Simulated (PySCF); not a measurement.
## Ionisation energy of Al¹²⁺ by level of theory

Al¹²⁺ 1s1 (2S) → Al¹³⁺ (bare nucleus), as a difference of total energies. Computed with PySCF 2.14 in an even-tempered Gaussian basis (17 s from 6.2 bohr⁻², ratio 2.2; 7 p from 9.7 bohr⁻², ratio 2.4; 4 d from 29 bohr⁻², ratio 2.4; 3 f from 44 bohr⁻², ratio 2.4; 3 g from 65 bohr⁻², ratio 2.4), with the spin-free X2C one-electron Hamiltonian (Gaussian nucleus). The calculations carry no spin-orbit coupling.

```tsv
method	ionisation energy (eV)
UHF	2304.6
LDA	2290.3
PBE	2302.5
PBE0	2303.0
r2SCAN	2304.6
BLYP	2303.7
revPBE	2304.1
```

For comparison: 2304.1 eV (theoretical estimate listed by NIST; NIST Atomic Spectra Database, ionization energies).
